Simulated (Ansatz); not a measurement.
Geometry optimisation, Ansatz 0.2.0, RKS B3LYP/def2-SVP.

input.yaml

```yaml
crystal:
  periodic: [false, false, false]
  atoms:
    - { symbol: Al, position_ang: [-0.084761, 0.306641, -0.025245] }
    - { symbol: O, position_ang: [-0.085641, -0.798106, 1.400409] }
    - { symbol: "N", position_ang: [0.470026, -0.843932, -1.210546] }
    - { symbol: H, position_ang: [0.564691, -1.671576, -0.61883] }
    - { symbol: O, position_ang: [-0.485211, 1.946212, -0.162857] }
    - { symbol: H, position_ang: [-0.390853, -0.538286, 2.275167] }
    - { symbol: H, position_ang: [0.740568, -0.981897, -2.171298] }
    - { symbol: H, position_ang: [-0.728919, 2.581045, 0.513099] }
basis:
  gaussian: { orbitals: def2-SVP }
hamiltonian:
  xc: b3lyp
relax:
  f_tol: 0.03
  max_steps: 50
```

Run as:

```bash
$ ansatz run input.yaml --threads 2 --pin off --max-ram 3072MiB --backend cpu --events-out ev --progress --plain --runs-dir out
```

Problem. Where does it end, and by what steps?

Solution. The forces met the threshold. After 6 steps the energy has fallen by 0.424 eV; H4 moved furthest, 0.57 Å.

| step | energy less start (eV) | largest force component (eV/Å) | accepted |
| --- | --- | --- | --- |
| 0 | 0.0000 | 1.510 | yes |
| 1 | -0.1948 | 1.067 | yes |
| 2 | -0.3616 | 0.434 | yes |
| 3 | -0.3957 | 0.335 | yes |
| 4 | -0.3959 | 0.185 | yes |
| 5 | -0.4235 | 0.047 | yes |
| 6 | -0.4244 | 0.007 | yes |

```xyz
8
Properties=species:S:1:pos:R:3
Al -0.056 0.101 0.135
O -0.224 -0.639 1.661
N 0.497 -0.907 -1.201
H 0.733 -1.891 -1.122
O -0.380 1.740 -0.203
H -0.490 -0.236 2.490
H 0.627 -0.584 -2.154
H -0.706 2.416 0.394
```

Whether the end is a true minimum wasn't checked by a vibrational analysis.

Run time: 5.9 s on 2 threads of Intel(R) Xeon(R) 6975P-C (Granite Rapids), on a shared host, peak memory 0.19 GiB.
